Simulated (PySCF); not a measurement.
## Löwdin shares of the frontier orbitals

C2H11NSi2.
Z-matrix (Å and degrees, PBE0-D3(BJ)/def2-SVP geometry), rows numbered from 1:
```
C 
C   1  1.5212
N   2  1.4660  1  113.83
Si  3  1.7441  2  117.37  1   -90.25
Si  3  1.7446  2  117.34  1    86.86
H   1  1.1009  2  111.09  3   -60.07
H   1  1.1009  2  111.01  3    59.70
H   1  1.1012  2  110.91  3   179.84
H   2  1.1058  1  109.62  3   122.59
H   2  1.1056  1  109.59  3  -122.49
H   4  1.4909  3  108.53  2  -174.55
H   4  1.4993  3  112.92  2    64.91
H   4  1.4979  3  109.68  2   -53.98
H   5  1.4908  3  108.52  2   174.01
H   5  1.4993  3  113.04  2   -65.42
H   5  1.4980  3  109.61  2    53.45
```

Level of theory: PySCF, TDDFT CAM-B3LYP/def2-SVPD, vertical, gas phase, core orbitals frozen in the response.

Frontier orbitals with the atoms that hold most of them (Löwdin shares over 4%, at most four atoms; ? is withheld):

```csv
orbital,ε (eV),atoms
LUMO+2,1.67,"Si5 22%, Si4 21%, C1 7%, H15 5%"
LUMO+1,1.27,"Si4 26%, Si5 26%, H13 7%, H16 7%"
LUMO,1.01,"Si4 20%, Si5 20%, C1 10%, C2 8%"
HOMO,?,?
HOMO-1,-10.63,?
HOMO-2,-10.72,"Si4 21%, Si5 21%, H11 15%, H14 15%"
HOMO-3,-11.06,"Si5 19%, Si4 18%, N3 12%, H16 12%"
```

Problem. Which atoms hold the HOMO, and with what shares?

Solution. N3 (bonded to C and 2 Si) 51%; Si4 (bonded to N and 3 H) 9%; Si5 (bonded to N and 3 H) 9%; C2 (bonded to C, N and 2 H) 7%. By element: nitrogen 51%, silicon 17%, carbon 7% or more.

Problem. Which atoms hold the HOMO-1, and with what shares?

Solution. C2 (bonded to C, N and 2 H) 16%; N3 (bonded to C and 2 Si) 14%; C1 (bonded to C and 3 H) 10%; Si5 (bonded to N and 3 H) 10%. By element: carbon 26%, nitrogen 14%, silicon 10% or more.

Problem. What is the HOMO energy, and the HOMO–LUMO gap?

Solution. ε(HOMO) = -8.33 eV; the gap is 9.34 eV (0.3434 hartree).

Problem. How does S1 compare with the orbital gap of 9.34 eV?

Solution. S1 is at 6.11 eV (f = 0.0015), 3.23 eV below the gap, made of HOMO→LUMO (80%), HOMO→LUMO+1 (14%). 

Next come S2 at 6.69 eV (f 0.017), HOMO→LUMO+2 (58%), HOMO→LUMO+1 (28%); S3 at 6.94 eV (f 0.030), HOMO→LUMO+1 (50%), HOMO→LUMO+2 (30%), HOMO→LUMO (14%); S4 at 7.36 eV (f 0.0039), HOMO→LUMO+3 (51%), HOMO→LUMO+6 (36%); S5 at 7.38 eV (f 0.0057), HOMO→LUMO+4 (89%).

Löwdin shares depend on the basis, the more so with diffuse functions.

One conformer stands for the species.
